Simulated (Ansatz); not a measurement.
Consider the redistribution: `OCBBr` + `B[SiH](O)C=O` → `BBBr` + `O=C[SiH](O)CO`.

Calculated with Ansatz (gas phase, PBE0-D4/def2-TZVP geometries, no zero-point term in ΔE). CBS: MP2 limit from def2 TZ/QZ plus the TZ coupled-cluster correction, frozen cores. DFT in def2-TZVPP. B3LYP here is the variant with VWN-RPA as its local correlation; programs differ in this. For Br outer-core shells are correlated without core-valence functions, which leaves a few kJ/mol of doubt a bond. Scalar relativity is left out up to krypton. One conformer a species, not always the lowest.

| level | ΔE (kcal/mol) |
| --- | --- |
| r2SCAN-D4 | 1.0 |
| PBE0-D4 | 1.2 |
| ωB97M-V | -0.2 |
| B3LYP | 0.4 |
| HF/def2-TZVPP | -0.2 |
| CCSD(T)/def2-TZVPP | 0.3 |
| HF/def2-QZVPP | -0.2 |
| HF/CBS(def2) | -0.2 |

(1) What does CCSD(T)/CBS give? (Estimate.)

Largest T1 diagnostic among the species: 0.016.

Answers

(1) The calculation gave: +0.4 kcal/mol. The listed levels differ from it by 0.6, 0.8, -0.6, 0.0, -0.6, -0.1, -0.6, -0.6 kcal/mol.

From PBE to PBE0 (25 % exact exchange), in def2-TZVPP and without D4, ΔE moves by −0.7 kcal/mol.
